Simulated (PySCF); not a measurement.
# `C=COC[C@@H](C)F`, C5H9FO

Molfile (atoms numbered from 1):
```
C5H9FO
     RDKit          3D

 16 15  0  0  0  0  0  0  0  0999 V2000
    2.4073    0.9350   -1.5393 C   0  0  0  0  0  0  0  0  0  0  0  0
    2.0643   -0.1113   -0.8067 C   0  0  0  0  0  0  0  0  0  0  0  0
    0.8944   -0.3981   -0.1845 O   0  0  0  0  0  0  0  0  0  0  0  0
   -0.2437    0.4044   -0.4161 C   0  0  0  0  0  0  0  0  0  0  0  0
   -1.4479   -0.5189   -0.6379 C   0  0  1  0  0  0  0  0  0  0  0  0
   -1.8037   -1.3171    0.6030 C   0  0  0  0  0  0  0  0  0  0  0  0
   -2.5219    0.2728   -1.0050 F   0  0  0  0  0  0  0  0  0  0  0  0
    1.7544    1.7614   -1.7555 H   0  0  0  0  0  0  0  0  0  0  0  0
    3.3939    0.9870   -1.9578 H   0  0  0  0  0  0  0  0  0  0  0  0
    2.7665   -0.9084   -0.5993 H   0  0  0  0  0  0  0  0  0  0  0  0
   -0.1225    1.0331   -1.3024 H   0  0  0  0  0  0  0  0  0  0  0  0
   -0.4239    1.0486    0.4535 H   0  0  0  0  0  0  0  0  0  0  0  0
   -1.2526   -1.1793   -1.4925 H   0  0  0  0  0  0  0  0  0  0  0  0
   -2.0931   -0.6416    1.4047 H   0  0  0  0  0  0  0  0  0  0  0  0
   -2.6298   -1.9925    0.3960 H   0  0  0  0  0  0  0  0  0  0  0  0
   -0.9346   -1.8894    0.9131 H   0  0  0  0  0  0  0  0  0  0  0  0
  1  2  2  0
  2  3  1  0
  3  4  1  0
  4  5  1  0
  5  6  1  0
  5  7  1  0
  1  8  1  0
  1  9  1  0
  2 10  1  0
  4 11  1  0
  4 12  1  0
  5 13  1  6
  6 14  1  0
  6 15  1  0
  6 16  1  0
M  END
```

Computed with GIAO PBE/pcSseg-1 magnetisability, rotational g tensor and spin-rotation constants, non-relativistic, gas phase in PySCF. Geometry: GFN2-xTB, dihedral held. The dihedral C5–C4–O3–C2 is held at 135°.

Give the nuclear spin-rotation constants along the inertial axes (H = +C I·J) beside the isotropic shieldings.

Rotational constants 5.8886, 1.3294, 1.1379 GHz. A star marks the isotopologue with that one atom substituted, in its own axes.
| atom | isotope | Caa (kHz) | Cbb (kHz) | Ccc (kHz) | mean (kHz) | σ (ppm) |
| --- | --- | --- | --- | --- | --- | --- |
| F7 | 19F | 3.906 | 0.580 | 0.705 | 1.730 | 371.9 |
| H8 | 1H | -0.406 | 0.021 | -0.108 | -0.164 | 27.4 |
| H9 | 1H | 0.419 | -0.145 | -0.126 | 0.049 | 27.5 |
| H10 | 1H | -0.319 | 0.029 | -0.084 | -0.124 | 25.1 |
| H11 | 1H | -0.445 | 0.051 | -0.121 | -0.172 | 27.1 |
| H12 | 1H | -0.572 | -0.158 | 0.062 | -0.222 | 28.1 |
| H13 | 1H | -0.543 | -0.151 | 0.082 | -0.204 | 26.8 |
| H14 | 1H | -0.619 | -0.150 | 0.018 | -0.250 | 30.5 |
| H15 | 1H | -0.056 | -0.141 | -0.087 | -0.095 | 30.0 |
| H16 | 1H | -0.350 | -0.028 | -0.130 | -0.169 | 30.0 |
| C1 | 13C* | 2.151 | 0.305 | 0.167 | 0.874 | 98.7 |
| C2 | 13C* | 2.633 | 0.468 | 0.308 | 1.136 | 26.2 |
| O3 | 17O* | -0.994 | -0.288 | -0.120 | -0.467 | 196.7 |
| C4 | 13C* | 1.296 | 0.313 | 0.267 | 0.625 | 110.5 |
| C5 | 13C* | 1.458 | 0.321 | 0.347 | 0.709 | 87.0 |
| C6 | 13C* | 0.938 | 0.192 | 0.178 | 0.436 | 160.7 |

For the geometry as given, no vibrational averaging.
